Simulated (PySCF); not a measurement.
# Reading the logs of faulty runs: B2CFH4 anion

Calculated results; nothing here was measured. The program is PySCF 2.14.0, an open-source quantum chemistry code, run on an isolated molecule that a program drew, which may never have been made. The molecule is B2CFH4 anion (charge -1, singlet), drawn as the SMILES string `C=B[BH2-]F`.

Each row is a Hartree-Fock (HF) and frozen-core CCSD(T) single point in the aug-cc-pVDZ basis, meant for a local HF minimum. Run 1 is clean. Each other run has one planted mistake out of seven kinds, and not every kind appears here: one electron removed, one electron added, multiplicity raised by two, geometry at a saddle point, minimal basis STO-3G, one bond length entered in bohr, all coordinates scaled. The reference is restricted for singlets and unrestricted otherwise, and also for a bond in bohr. Adding or removing an electron swaps singlet and doublet. Electrons count all cores. HOMO and LUMO are orbital energies over both spins, the gradient is its largest component, and the lowest frequency (negative if imaginary) is given only where the gradient is small. Bond lengths are over the 7 bonds as drawn. T1 is the CCSD diagnostic: over 0.02 (restricted) or 0.045 (unrestricted) a single reference is doubtful.

Geometry of the clean run:
```xyz
8
B2CFH4 anion, angstrom
C     0.3732    0.6772    2.8334
B     0.9547    0.1262    1.6682
B     1.5915   -0.6341    0.2592
F     2.6636    0.1337   -0.3799
H    -0.4824    1.3447    2.7953
H     0.7578    0.4714    3.8278
H     2.0160   -1.7532    0.5970
H     0.6508   -0.7922   -0.5387
```

```
run,electrons,basis functions,<S^2>,HOMO (eV),LUMO (eV),gradient (hartree/bohr),lowest frequency (cm^-1),mean bond (Å),longest bond (Å),T1,HF (hartree),CCSD(T) (hartree),mistake
1,30,128,0.000,-3.96,3.77,1.9e-05,161,1.3231,1.723,0.0148,-189.02387,-189.62034,no fault
2,30,24,0.000,-0.76,13.65,4.6e-02,-,1.3231,1.723,0.0142,-186.34053,-186.53783,minimal basis STO-3G
3,30,128,0.000,-3.54,3.72,6.4e-02,-,1.5421,3.256,0.0190,-188.92531,-189.52213,?
4,30,128,2.020,-0.77,3.56,6.8e-02,-,1.3231,1.723,0.0160,-188.92593,-189.49142,?
```

**Which mistake was planted in run 3, and what did it cost?**

The mean bond changes by a factor of 1.166 and the longest by 1.890, so the molecule wasn't scaled as a whole. A length L in bohr read as angstrom grows by (1/0.5292 - 1) L = 0.890 L. The 7 bonds together grew by 7 x 0.2190 = 1.533 Å, which gives L = 1.723 Å. That is bond B2-B3, 1.723 Å in the clean geometry. So the mistake is: one bond length entered in bohr. Subtracting run 1 and multiplying by 627.51 kcal/mol a hartree, the energy moved by 61.8 kcal/mol in HF and 61.6 kcal/mol in CCSD(T).

**Which mistake was planted in run 4, and what did it cost?**

Electrons, basis and geometry are unchanged, and <S^2> is 2.020, beside S(S+1) = 2.00 for a multiplicity of 3. So the mistake is: multiplicity raised by two. Subtracting run 1 and multiplying by 627.51 kcal/mol a hartree, the energy moved by 61.5 kcal/mol in HF and 80.9 kcal/mol in CCSD(T).

